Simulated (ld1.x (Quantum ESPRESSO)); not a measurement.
# Plane-wave convergence, ultrasoft potential for ruthenium (Ru)

ld1.x (Quantum ESPRESSO) 7.5 input, shortened:

```
&input
   title='Ru', zed=44., rel=1, dft='REVPBE', iswitch=3,
   config='[Kr] 4d7 5s0 5p0'
 /
 &inputp
   pseudotype=3, tm=.true., lloc=-1, rcloc=2.45,
   nlcc=.true., new_core_ps=.true., rcore=1.25
 /
6
5S  1  0   0.00   0.00  1.90  2.65  0.0
5S  1  0   0.00  -0.15  1.90  2.65  0.0
5P  2  1   0.00   0.00  2.45  3.15  0.0
5P  2  1   0.00  -0.15  2.45  3.15  0.0
4D  3  2   7.00   0.00  1.25  1.55  0.0
4D  3  2   0.00  -0.05  1.25  1.55  0.0
 &test
   configts(1)='4d7 5s0 5p0'
 /
```

The pseudo-atom Hamiltonian at the reference potential is diagonalised in spherical Bessel functions j_l(qr) that vanish at 20 bohr, with q² up to the cutoff. All-electron valence levels (Ry): 5s -0.7609, 5p -0.4456, 4d -0.9153.

Problem. How do the lowest levels (Ry) of each channel move with the cutoff, and are there ghosts?

Solution.

```json
{"cutoff (Ry)": "8", "s #1": "-0.7608", "s #2": "-0.2155", "p #1": "-0.4456", "d #1": "-0.3436", "d #2": "-0.1066", "f #1": "-0.0540", "f #2": "0.0413", "Σ f·Δε (mRy)": "4002.6"}
{"cutoff (Ry)": "12", "s #1": "-0.7609", "s #2": "-0.2155", "p #1": "-0.4456", "d #1": "-0.4789", "d #2": "-0.1271", "f #1": "-0.0541", "f #2": "0.0413", "Σ f·Δε (mRy)": "3055.1"}
{"cutoff (Ry)": "15", "s #1": "-0.7609", "s #2": "-0.2155", "p #1": "-0.4456", "d #1": "-0.5665", "d #2": "-0.1359", "f #1": "-0.0541", "f #2": "0.0413", "Σ f·Δε (mRy)": "2442.3"}
{"cutoff (Ry)": "21", "s #1": "-0.7609", "s #2": "-0.2155", "p #1": "-0.4456", "d #1": "-0.7760", "d #2": "-0.1504", "f #1": "-0.0541", "f #2": "0.0413", "Σ f·Δε (mRy)": "975.9"}
{"cutoff (Ry)": "25", "s #1": "-0.7609", "s #2": "-0.2155", "p #1": "-0.4456", "d #1": "-0.8337", "d #2": "-0.1535", "f #1": "-0.0541", "f #2": "0.0413", "Σ f·Δε (mRy)": "571.8"}
{"cutoff (Ry)": "35", "s #1": "-0.7609", "s #2": "-0.2155", "p #1": "-0.4456", "d #1": "-0.9075", "d #2": "-0.1570", "f #1": "-0.0541", "f #2": "0.0413", "Σ f·Δε (mRy)": "55.4"}
{"cutoff (Ry)": "45", "s #1": "-0.7609", "s #2": "-0.2155", "p #1": "-0.4456", "d #1": "-0.9148", "d #2": "-0.1574", "f #1": "-0.0541", "f #2": "0.0413", "Σ f·Δε (mRy)": "4.3"}
{"cutoff (Ry)": "50", "s #1": "-0.7609", "s #2": "-0.2155", "p #1": "-0.4456", "d #1": "-0.9149", "d #2": "-0.1574", "f #1": "-0.0541", "f #2": "0.0413", "Σ f·Δε (mRy)": "3.4"}
{"cutoff (Ry)": "60", "s #1": "-0.7609", "s #2": "-0.2155", "p #1": "-0.4456", "d #1": "-0.9150", "d #2": "-0.1574", "f #1": "-0.0541", "f #2": "0.0413", "Σ f·Δε (mRy)": "2.4"}
{"cutoff (Ry)": "70", "s #1": "-0.7609", "s #2": "-0.2155", "p #1": "-0.4456", "d #1": "-0.9153", "d #2": "-0.1574", "f #1": "-0.0541", "f #2": "0.0413", "Σ f·Δε (mRy)": "0.8"}
{"cutoff (Ry)": "90", "s #1": "-0.7609", "s #2": "-0.2155", "p #1": "-0.4456", "d #1": "-0.9153", "d #2": "-0.1574", "f #1": "-0.0541", "f #2": "0.0413", "Σ f·Δε (mRy)": "0.3"}
{"cutoff (Ry)": "400", "s #1": "-0.7609", "s #2": "-0.2155", "p #1": "-0.4456", "d #1": "-0.9154", "d #2": "-0.1574", "f #1": "-0.0541", "f #2": "0.0413", "Σ f·Δε (mRy)": "0.0"}
```

Result: no extra level below or beside the all-electron valence levels (s, p, d, f tested); 10 mRy is reached at 45 Ry and 1 mRy at 70 Ry.

Its largest configuration-test error is -426 meV.
